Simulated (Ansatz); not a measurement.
A nudged elastic band was laid between two geometries of CH4OSSi (8 atoms, charge 0, multiplicity 1).

Computed with RKS r2SCAN-D4/def2-SVP (Ansatz 0.2.0).

| Property | Result |
| --- | --- |
| movable images | 7 |
| climbing image | yes |
| spring | 5.0 eV/Å² |
| optimiser | quadratic models (default) |
| start path | through a guess of the saddle point |
| force threshold | 0.03 eV/Å |
| iteration limit | 60 |
| end points | relaxed |

Image 0:

```xyz
8
Properties=species:S:1:pos:R:3
O -1.131 0.432 -0.887
C -0.232 -0.173 -0.091
Si 1.046 0.687 0.885
S -0.586 -1.865 0.148
H -0.875 1.364 -0.993
H 1.603 1.701 -0.078
H 2.073 -0.354 1.208
H -1.899 -1.793 -0.193
```

Image 8:

```xyz
8
Properties=species:S:1:pos:R:3
O -1.190 0.041 -1.390
C -0.532 -0.288 -0.433
Si 0.801 0.886 0.332
S -0.718 -1.883 0.400
H 0.082 2.097 0.821
H 1.743 1.253 -0.762
H 1.518 0.211 1.452
H -1.705 -2.318 -0.419
```

Q: Which bonds break or form, and what moves?

A: Bonds broken: O1–H5. Bonds formed: Si3–H5.

Q: What energy profile does the band end with?

A: The forces met the threshold. The highest image is number 4 of 0 to 8, 90.2 kJ/mol above the first end and 235.4 kJ/mol above the last; the last end lies 145.3 kJ/mol below the first. Neighbouring images differ by up to 1.6 eV, so the band resolves the path poorly. A vibrational analysis at the climbing image gives one clearly imaginary mode, 1207i cm⁻¹: a first-order saddle point. The orbitals stay closed-shell, which can raise the energy where a bond breaks towards radicals; this wasn't checked here.

| image | path coordinate (Å) | energy (kJ/mol) | O1–H5 (Å) | Si3–H5 (Å) |
| --- | --- | --- | --- | --- |
| 0 | 0.00 | 0.0 | 0.97 | 2.77 |
| 1 | 0.58 | 7.4 | 0.97 | 2.72 |
| 2 | 1.16 | 27.7 | 0.98 | 2.60 |
| 3 | 1.75 | 58.4 | 1.00 | 2.35 |
| 4 | 2.33 | 90.2 | 1.21 | 1.92 |
| 5 | 3.07 | -64.5 | 2.03 | 1.53 |
| 6 | 3.81 | -139.0 | 2.84 | 1.48 |
| 7 | 4.56 | -144.4 | 3.14 | 1.49 |
| 8 | 5.30 | -145.3 | 3.28 | 1.49 |

Q: What is the geometry of the highest image?

A: 
```xyz
8
Properties=species:S:1:pos:R:3
O -1.373 0.526 -0.355
C -0.385 -0.237 -0.092
Si 1.040 1.008 0.435
S -0.500 -1.933 -0.263
H -0.756 1.513 -0.036
H 2.045 0.752 -0.669
H 1.735 0.377 1.622
H -1.807 -2.006 -0.643
```

Run time: 2.9 min on 2 threads of Intel(R) Xeon(R) Platinum 8488C (Sapphire Rapids), with other jobs on the host, peak memory 0.17 GiB.
